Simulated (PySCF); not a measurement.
# `[O-]C1=CC=C(C=O)[SiH2]1`, [C₅H₅O₂Si]-, charge -1

Molfile (atoms numbered from 1):
```
C5H5O2Si
     RDKit          3D

 13 13  0  0  0  0  0  0  0  0999 V2000
   -3.0892    0.6981   -0.3266 O   0  0  0  0  0  0  0  0  0  0  0  0
   -2.1636    1.1289    0.3580 C   0  0  0  0  0  0  0  0  0  0  0  0
   -0.8376    0.6357    0.4634 C   0  0  0  0  0  0  0  0  0  0  0  0
    0.1341    1.2313    1.2939 C   0  0  0  0  0  0  0  0  0  0  0  0
    1.4342    0.7307    1.3820 C   0  0  0  0  0  0  0  0  0  0  0  0
    1.7176   -0.4286    0.5729 C   0  0  0  0  0  0  0  0  0  0  0  0
    2.7809   -1.0416    0.4840 O   0  0  0  0  0  0  0  0  0  0  0  0
    0.0156   -0.7924   -0.3451 Si  0  0  0  0  0  4  0  0  0  0  0  0
   -2.3439    2.0411    1.0097 H   0  0  0  0  0  0  0  0  0  0  0  0
   -0.1493    2.1168    1.8864 H   0  0  0  0  0  0  0  0  0  0  0  0
    2.2043    1.1771    2.0198 H   0  0  0  0  0  0  0  0  0  0  0  0
   -0.5196   -2.1626   -0.0321 H   0  0  0  0  0  0  0  0  0  0  0  0
    0.1510   -0.7379   -1.8420 H   0  0  0  0  0  0  0  0  0  0  0  0
  1  2  2  0
  2  3  1  0
  3  4  2  0
  4  5  1  0
  5  6  2  0
  6  7  1  0
  6  8  1  0
  8  3  1  0
  2  9  1  0
  4 10  1  0
  5 11  1  0
  8 12  1  0
  8 13  1  0
M  CHG  1   7  -1
M  END
```

Theory: quadratic response CAM-B3LYP/aug-cc-pVDZ first hyperpolarisability, Taylor convention, gas phase in PySCF. Geometry: PBE0-D3(BJ)/def2-SVP.

For a gas-phase anion, states above the detachment energy (about 2.5 eV, taken as minus the energy of the highest occupied orbital) lie in the continuum and depend on the basis.

Give the tensor of the second harmonic β(−2ω;ω,ω) at 1907 nm in the axes of these coordinates.

In au, Taylor convention; rows are the first index (the induced dipole):
```
       xx     yy      zz      xy      xz     yz
x  +141.4   -2.0  -140.9  -313.0  -146.1  -55.6
y  -311.4  -85.2   -18.7    +3.9   -47.5  -10.4
z  -143.3  -11.9  -173.4   -47.8  -138.5  -22.6
```
Norm of βᵢ = ⅓ Σⱼ (βᵢⱼⱼ + βⱼᵢⱼ + βⱼⱼᵢ): 533.1 au, hyper-Rayleigh value 260.9 au.
